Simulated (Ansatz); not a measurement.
Abridged output of a molecular run in Ansatz:

```
Functional definition: HF
1630 factors; integrals over basis functions are off by at most 1.1e-3 eV
mean field evaluation 1: about -16781.9324 eV, gradient 5.2e1 eV
mean field evaluation 2: about -16782.3027 eV, gradient 5.3e1 eV
mean field evaluation 4: about -16787.6950 eV, gradient 5.0e0 eV
mean field evaluation 8: about -16787.7954 eV, gradient 4.9e-1 eV
mean field evaluation 16: about -16787.7963 eV, gradient 2.0e-6 eV
mean field -16787.79630710 eV, -616.9401351090 hartree, gradient 2.0e-6 eV, S^2 0.000000; 0 other end points of the search recorded, 0 dependent functions left out
10 core orbitals not correlated: weight in the atoms' cores, before any rotation towards them, 1.000 or more for the frozen orbitals, at most 0.000 for the correlated occupied ones
reference -16787.79630710 eV, -616.9401351090 hartree; 18, 18 occupied and 239, 239 virtual orbitals, 1630 factors
second order -31.91937385 eV of doubles, -0.00000000 eV of singles
cycle   1  -31.69503531 eV  change    2.2e-1 eV  update   1.3e-1
cycle   2  -32.43930935 eV  change   -7.4e-1 eV  update   3.8e-2
cycle   3  -32.62101592 eV  change   -1.8e-1 eV  update   1.9e-2
cycle   4  -32.60032732 eV  change    2.1e-2 eV  update   4.6e-3
cycle   5  -32.59785059 eV  change    2.5e-3 eV  update   2.3e-3
cycle   6  -32.59958266 eV  change   -1.7e-3 eV  update   7.5e-4
cycle   7  -32.59927057 eV  change    3.1e-4 eV  update   3.1e-4
cycle   8  -32.59908138 eV  change    1.9e-4 eV  update   9.3e-5
cycle   9  -32.59911202 eV  change   -3.1e-5 eV  update   3.5e-5
perturbative correction -1.25251645 eV, -0.0460291304 hartree
Total energy: -16821.64793557 eV, -618.1841595098 hartree
```

Its atoms:

```xyz
11

C     0.945    0.580   -1.330
C     0.270    0.368   -0.020
F     0.366    1.513    0.744
O     0.771   -0.762    0.736
Si   -0.877   -0.897    0.595
O    -1.821   -0.691    1.899
H     2.005    0.794   -1.161
H     0.862   -0.311   -1.952
H     0.492    1.422   -1.855
H    -1.411   -2.049   -0.147
H    -1.602    0.034    2.489
```

Q: Which basis set was used?
A. def2-SVP
B. def2-TZVPP
C. cc-pV(Q+d)Z
D. def2-SVPD

A: B. It gives 267 functions.

Q: Write the keys of the input that set method, charge and spin (a neutral closed shell needs none for the last two).

A: 
```yaml
correlation: {method: ccsd_t}
```
